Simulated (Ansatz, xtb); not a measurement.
# C2H8InN: which of two isomers lies lower

Structure a: `C[CH2][InH][NH2]`, a singlet. Structure b: `[CH3][In]([CH3])[NH2]`, a singlet. Both are isolated molecules in the gas phase, relaxed with PBE0-D4/def2-SVP; the shapes shown needn't be the lowest conformers.

a (Å):

| atom | x (Å) | y (Å) | z (Å) |
| --- | --- | --- | --- |
| C | -1.1182 | 1.8214 | -1.5180 |
| C | 0.4019 | 1.9118 | -1.4790 |
| In | 1.3624 | 0.1544 | -0.6423 |
| N | 0.0483 | -1.2765 | -0.0702 |
| H | -1.5740 | 2.7301 | -1.9481 |
| H | -1.5495 | 1.6915 | -0.5123 |
| H | -1.4651 | 0.9702 | -2.1257 |
| H | 0.7346 | 2.7801 | -0.8862 |
| H | 0.8184 | 2.0629 | -2.4889 |
| H | 3.0218 | -0.2393 | -0.3791 |
| H | -0.9577 | -1.1946 | -0.1599 |
| H | 0.3008 | -2.1669 | 0.3419 |

b (Å):

| atom | x (Å) | y (Å) | z (Å) |
| --- | --- | --- | --- |
| C | -0.7140 | 1.7697 | -0.9355 |
| C | 1.4855 | -0.4136 | 1.4625 |
| In | -0.0400 | -0.0718 | -0.0287 |
| N | -0.9889 | -1.7419 | -0.6789 |
| H | 0.1139 | 2.2532 | -1.4755 |
| H | -1.0698 | 2.4690 | -0.1642 |
| H | -1.5324 | 1.5756 | -1.6431 |
| H | 1.2003 | 0.0637 | 2.4121 |
| H | 1.6224 | -1.4903 | 1.6359 |
| H | 2.4438 | 0.0196 | 1.1396 |
| H | -1.7314 | -1.7519 | -1.3685 |
| H | -0.7895 | -2.6814 | -0.3558 |

Quicker runs give these differences E(b) − E(a): GFN2-xTB +0.179 eV; HF/STO-3G −0.468 eV (at GFN2-xTB geometries); r2SCAN-D4/def2-SVP −0.283 eV (at GFN2-xTB geometries).

Which of the two would you expect CCSD(T)/def2-SVP + ΔMP2/def2-TZVPP electronic energies to favour?

Structure b; the calculation gives E(b) − E(a) = −0.413 eV.

Level by level:

```json
{"level": "GFN2-xTB", "geometry": "GFN2-xTB", "E(b) − E(a) (eV)": "+0.179", "departure from the last row (eV)": "+0.592", "job, with rough time for the two": "optimisation, 0.14 s"}
{"level": "HF/STO-3G", "geometry": "GFN2-xTB", "E(b) − E(a) (eV)": "−0.468", "departure from the last row (eV)": "−0.056", "job, with rough time for the two": "single point, 0.72 s"}
{"level": "r2SCAN-D4/def2-SVP", "geometry": "GFN2-xTB", "E(b) − E(a) (eV)": "−0.283", "departure from the last row (eV)": "+0.129", "job, with rough time for the two": "single point, 2.2 s"}
{"level": "PBE0-D4/def2-SVP", "geometry": "PBE0-D4/def2-SVP", "E(b) − E(a) (eV)": "−0.250", "departure from the last row (eV)": "+0.163", "job, with rough time for the two": "optimisation, 70 s"}
{"level": "HF/def2-SVP", "geometry": "PBE0-D4/def2-SVP", "E(b) − E(a) (eV)": "−0.261", "departure from the last row (eV)": "+0.151", "job, with rough time for the two": "part of the CCSD(T) run"}
{"level": "MP2/def2-SVP", "geometry": "PBE0-D4/def2-SVP", "E(b) − E(a) (eV)": "−0.299", "departure from the last row (eV)": "+0.113", "job, with rough time for the two": "part of the CCSD(T) run"}
{"level": "CCSD(T)/def2-SVP", "geometry": "PBE0-D4/def2-SVP", "E(b) − E(a) (eV)": "−0.257", "departure from the last row (eV)": "+0.156", "job, with rough time for the two": "single point"}
{"level": "CCSD(T)/def2-SVP + ΔMP2/def2-TZVPP", "geometry": "PBE0-D4/def2-SVP", "E(b) − E(a) (eV)": "−0.413", "departure from the last row (eV)": "", "job, with rough time for the two": "single point, 24 s"}
```

As drawn, b has 1 C–In, 1 C–H in place of 1 C–C, 1 In–H.

GFN2-xTB puts the two in the other order. The largest departure from CCSD(T)/def2-SVP + ΔMP2/def2-TZVPP is that of GFN2-xTB, 0.592 eV. The last row adds to CCSD(T) the change of the MP2 difference between the two basis sets, here −0.156 eV, a large step that makes the value less sure.

With harmonic frequencies from PBE0-D4/def2-SVP (ideal gas, rigid rotor, one conformer each, 298.15 K, 1 atm): on the last row, ΔE + ΔZPE = −0.406 eV. A mode under 50 cm⁻¹ makes harmonic enthalpies and free energies unreliable, so none is given.

The correlated steps freeze 7 core orbitals; the filled d shell of In is correlated, in a basis made for valence electrons. Atoms past krypton carry core potentials in the def2 sets, other sets are all-electron and non-relativistic, and no spin–orbit term is included. Codes used: Ansatz 0.2.0, xtb 6.7.1; the last row on 2 threads of Intel(R) Xeon(R) 6975P-C (Granite Rapids) on a shared host.
